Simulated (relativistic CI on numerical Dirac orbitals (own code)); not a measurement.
## Radial parameters of Re XLII

Method of calculation: Dirac-Coulomb-Breit CI, orbitals from a KLI potential per configuration, model QED (radiative potential, 1s self-energy scaled to tabulated hydrogen-like ionisation energies), unscaled Slater integrals (own radial code, finite nucleus).

Slater integrals F^k, G^k are unscaled and averaged over j, outside the closed core [Ar] 3d10; ζ comes from projecting the Hamiltonian with its Breit term on Σ l·s of the shell.

- 4s2 4p4: F^2(4p,4p) = 252930, ζ(4p) = 546280 cm⁻¹; <r>(4p) = 0.4025, <r^2>(4p) = 0.1835 (bohr units).
- 4s 4p5: G^1(4s,4p) = 330940, ζ(4p) = 545960 cm⁻¹; <r>(4s) = 0.3925, <r^2>(4s) = 0.1733, <r>(4p) = 0.4026, <r^2>(4p) = 0.1836 (bohr units).
- 4s2 4p3 4d: F^2(4p,4p) = 252870, ζ(4p) = 546970, F^2(4p,4d) = 249440, G^1(4p,4d) = 307670, G^3(4p,4d) = 197790, ζ(4d) = 68972 cm⁻¹; <r>(4p) = 0.4026, <r^2>(4p) = 0.1835, <r>(4d) = 0.4004, <r^2>(4d) = 0.1833 (bohr units).

Averages of the first 10 configurations, taken without configuration mixing, which lowers the lowest level and can move excited configurations by several eV; other configurations of the list can lie among them:

| Configuration | Parity | States | Average energy above the lowest level (eV) |
| --- | --- | --- | --- |
| 4s2 4p4 | even | 15 | 71.6 |
| 4s 4p5 | odd | 12 | 251.3 |
| 4s2 4p3 4d | odd | 200 | 280.9 |
| 4p6 | even | 1 | 442.3 |
| 4s 4p4 4d | even | 300 | 455.6 |
| 4s2 4p3 4f | even | 280 | 477.8 |
| 4s 4p4 4f | odd | 420 | 652.8 |
| 4p5 4d | odd | 60 | 641.7 |
| 4s 4p3 4d2 | odd | 1800 | 663.2 |
| 4s2 4p2 4d 4f | odd | 2100 | 687.8 |
